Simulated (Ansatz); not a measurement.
HBClS, SMILES `S[B-]Cl` (excited triplet; H–S–B–Cl torsion 89°) (charge -1, multiplicity 3). This triplet is an excited state, 1.06 eV above the relaxed singlet at the level frozen-core CCSD(T)/aug-cc-pVTZ // B3LYP-D3(BJ)/def2-TZVPD (Ansatz, a program for electronic structure).

Level of theory: frozen-core CCSD(T)/aug-cc-pVTZ // B3LYP-D3(BJ)/def2-TZVPD (Ansatz).

Ansatz 0.2 input:
```yaml
crystal:
  periodic: [false, false, false]
  atoms:
    - { symbol: S, position_ang: [-0.991592, -0.16348, 0.633763] }
    - { symbol: B, position_ang: [0.618035, 0.581464, 0.282076] }
    - { symbol: Cl, position_ang: [2.098986, -0.323768, -0.37141] }
    - { symbol: H, position_ang: [-1.725427, -0.094215, -0.544429] }
basis:
  gaussian: { orbitals: aug-cc-pVTZ }
correlation:
  method: ccsd_t
total_charge: -1
magnetization:
  spin_polarized: true
  initial_magnetization: 2
```

Output:

```
Functional definition: HF
974 factors; integrals over basis functions are off by at most 9.9e-4 eV
mean field evaluation 1: about -24005.7160 eV, gradient 1.6e1 eV
mean field evaluation 2: about -24005.7228 eV, gradient 1.6e1 eV
mean field evaluation 4: about -24008.5457 eV, gradient 3.2e0 eV
mean field evaluation 8: about -24009.0473 eV, gradient 1.8e0 eV
mean field evaluation 16: about -24009.7103 eV, gradient 1.0e-3 eV
mean field evaluation 32: about -24008.6167 eV, gradient 2.3e0 eV
mean field evaluation 64: about -24008.5543 eV, gradient 1.7e-1 eV
mean field evaluation 96: about -24008.0156 eV, gradient 2.1e-1 eV
mean field evaluation 128: about -24007.9013 eV, gradient 1.4e-1 eV
mean field -24009.71028895 eV, -882.3405787528 hartree, gradient 2.2e-6 eV, S^2 2.016897; 6 other end points of the search recorded, 0 dependent functions left out
determinant -24009.71028895 eV, -882.3405787528 hartree, with singles and doubles -24023.31809935 eV, -882.8406565613 hartree
determinant -24008.54950146 eV, -882.2979205992 hartree, with singles and doubles -24021.91926720 eV, -882.7892504278 hartree
determinant -24008.00304399 eV, -882.2778386577 hartree, with singles and doubles -24021.30245796 eV, -882.7665831063 hartree
11 core orbitals not correlated
reference -24009.71028895 eV, -882.3405787528 hartree; 10, 8 occupied and 148, 150 virtual orbitals, 974 factors
second order -12.49710884 eV of doubles, -0.00000000 eV of singles
cycle   1  -13.49541656 eV  change   -6.5e-1 eV  update   2.8e-2
cycle   2  -13.52365384 eV  change   -2.8e-2 eV  update   8.3e-3
cycle   3  -13.52677332 eV  change   -3.1e-3 eV  update   5.7e-3
cycle   4  -13.52873871 eV  change   -2.0e-3 eV  update   3.0e-3
cycle   5  -13.53010976 eV  change   -1.4e-3 eV  update   1.5e-3
cycle   6  -13.53051475 eV  change   -4.0e-4 eV  update   7.7e-4
cycle   7  -13.53055991 eV  change   -4.5e-5 eV  update   4.6e-4
cycle   8  -13.53058304 eV  change   -2.3e-5 eV  update   2.7e-4
cycle   9  -13.53055487 eV  change    2.8e-5 eV  update   1.4e-4
cycle  10  -13.53052942 eV  change    2.5e-5 eV  update   6.9e-5
cycle  11  -13.53055125 eV  change   -2.2e-5 eV  update   3.3e-5
cycle  12  -13.53055657 eV  change   -5.3e-6 eV  update   1.6e-5
perturbative correction -0.67185955 eV, -0.0246903830 hartree
Total energy: -24023.91270507 eV, -882.8625079183 hartree
```
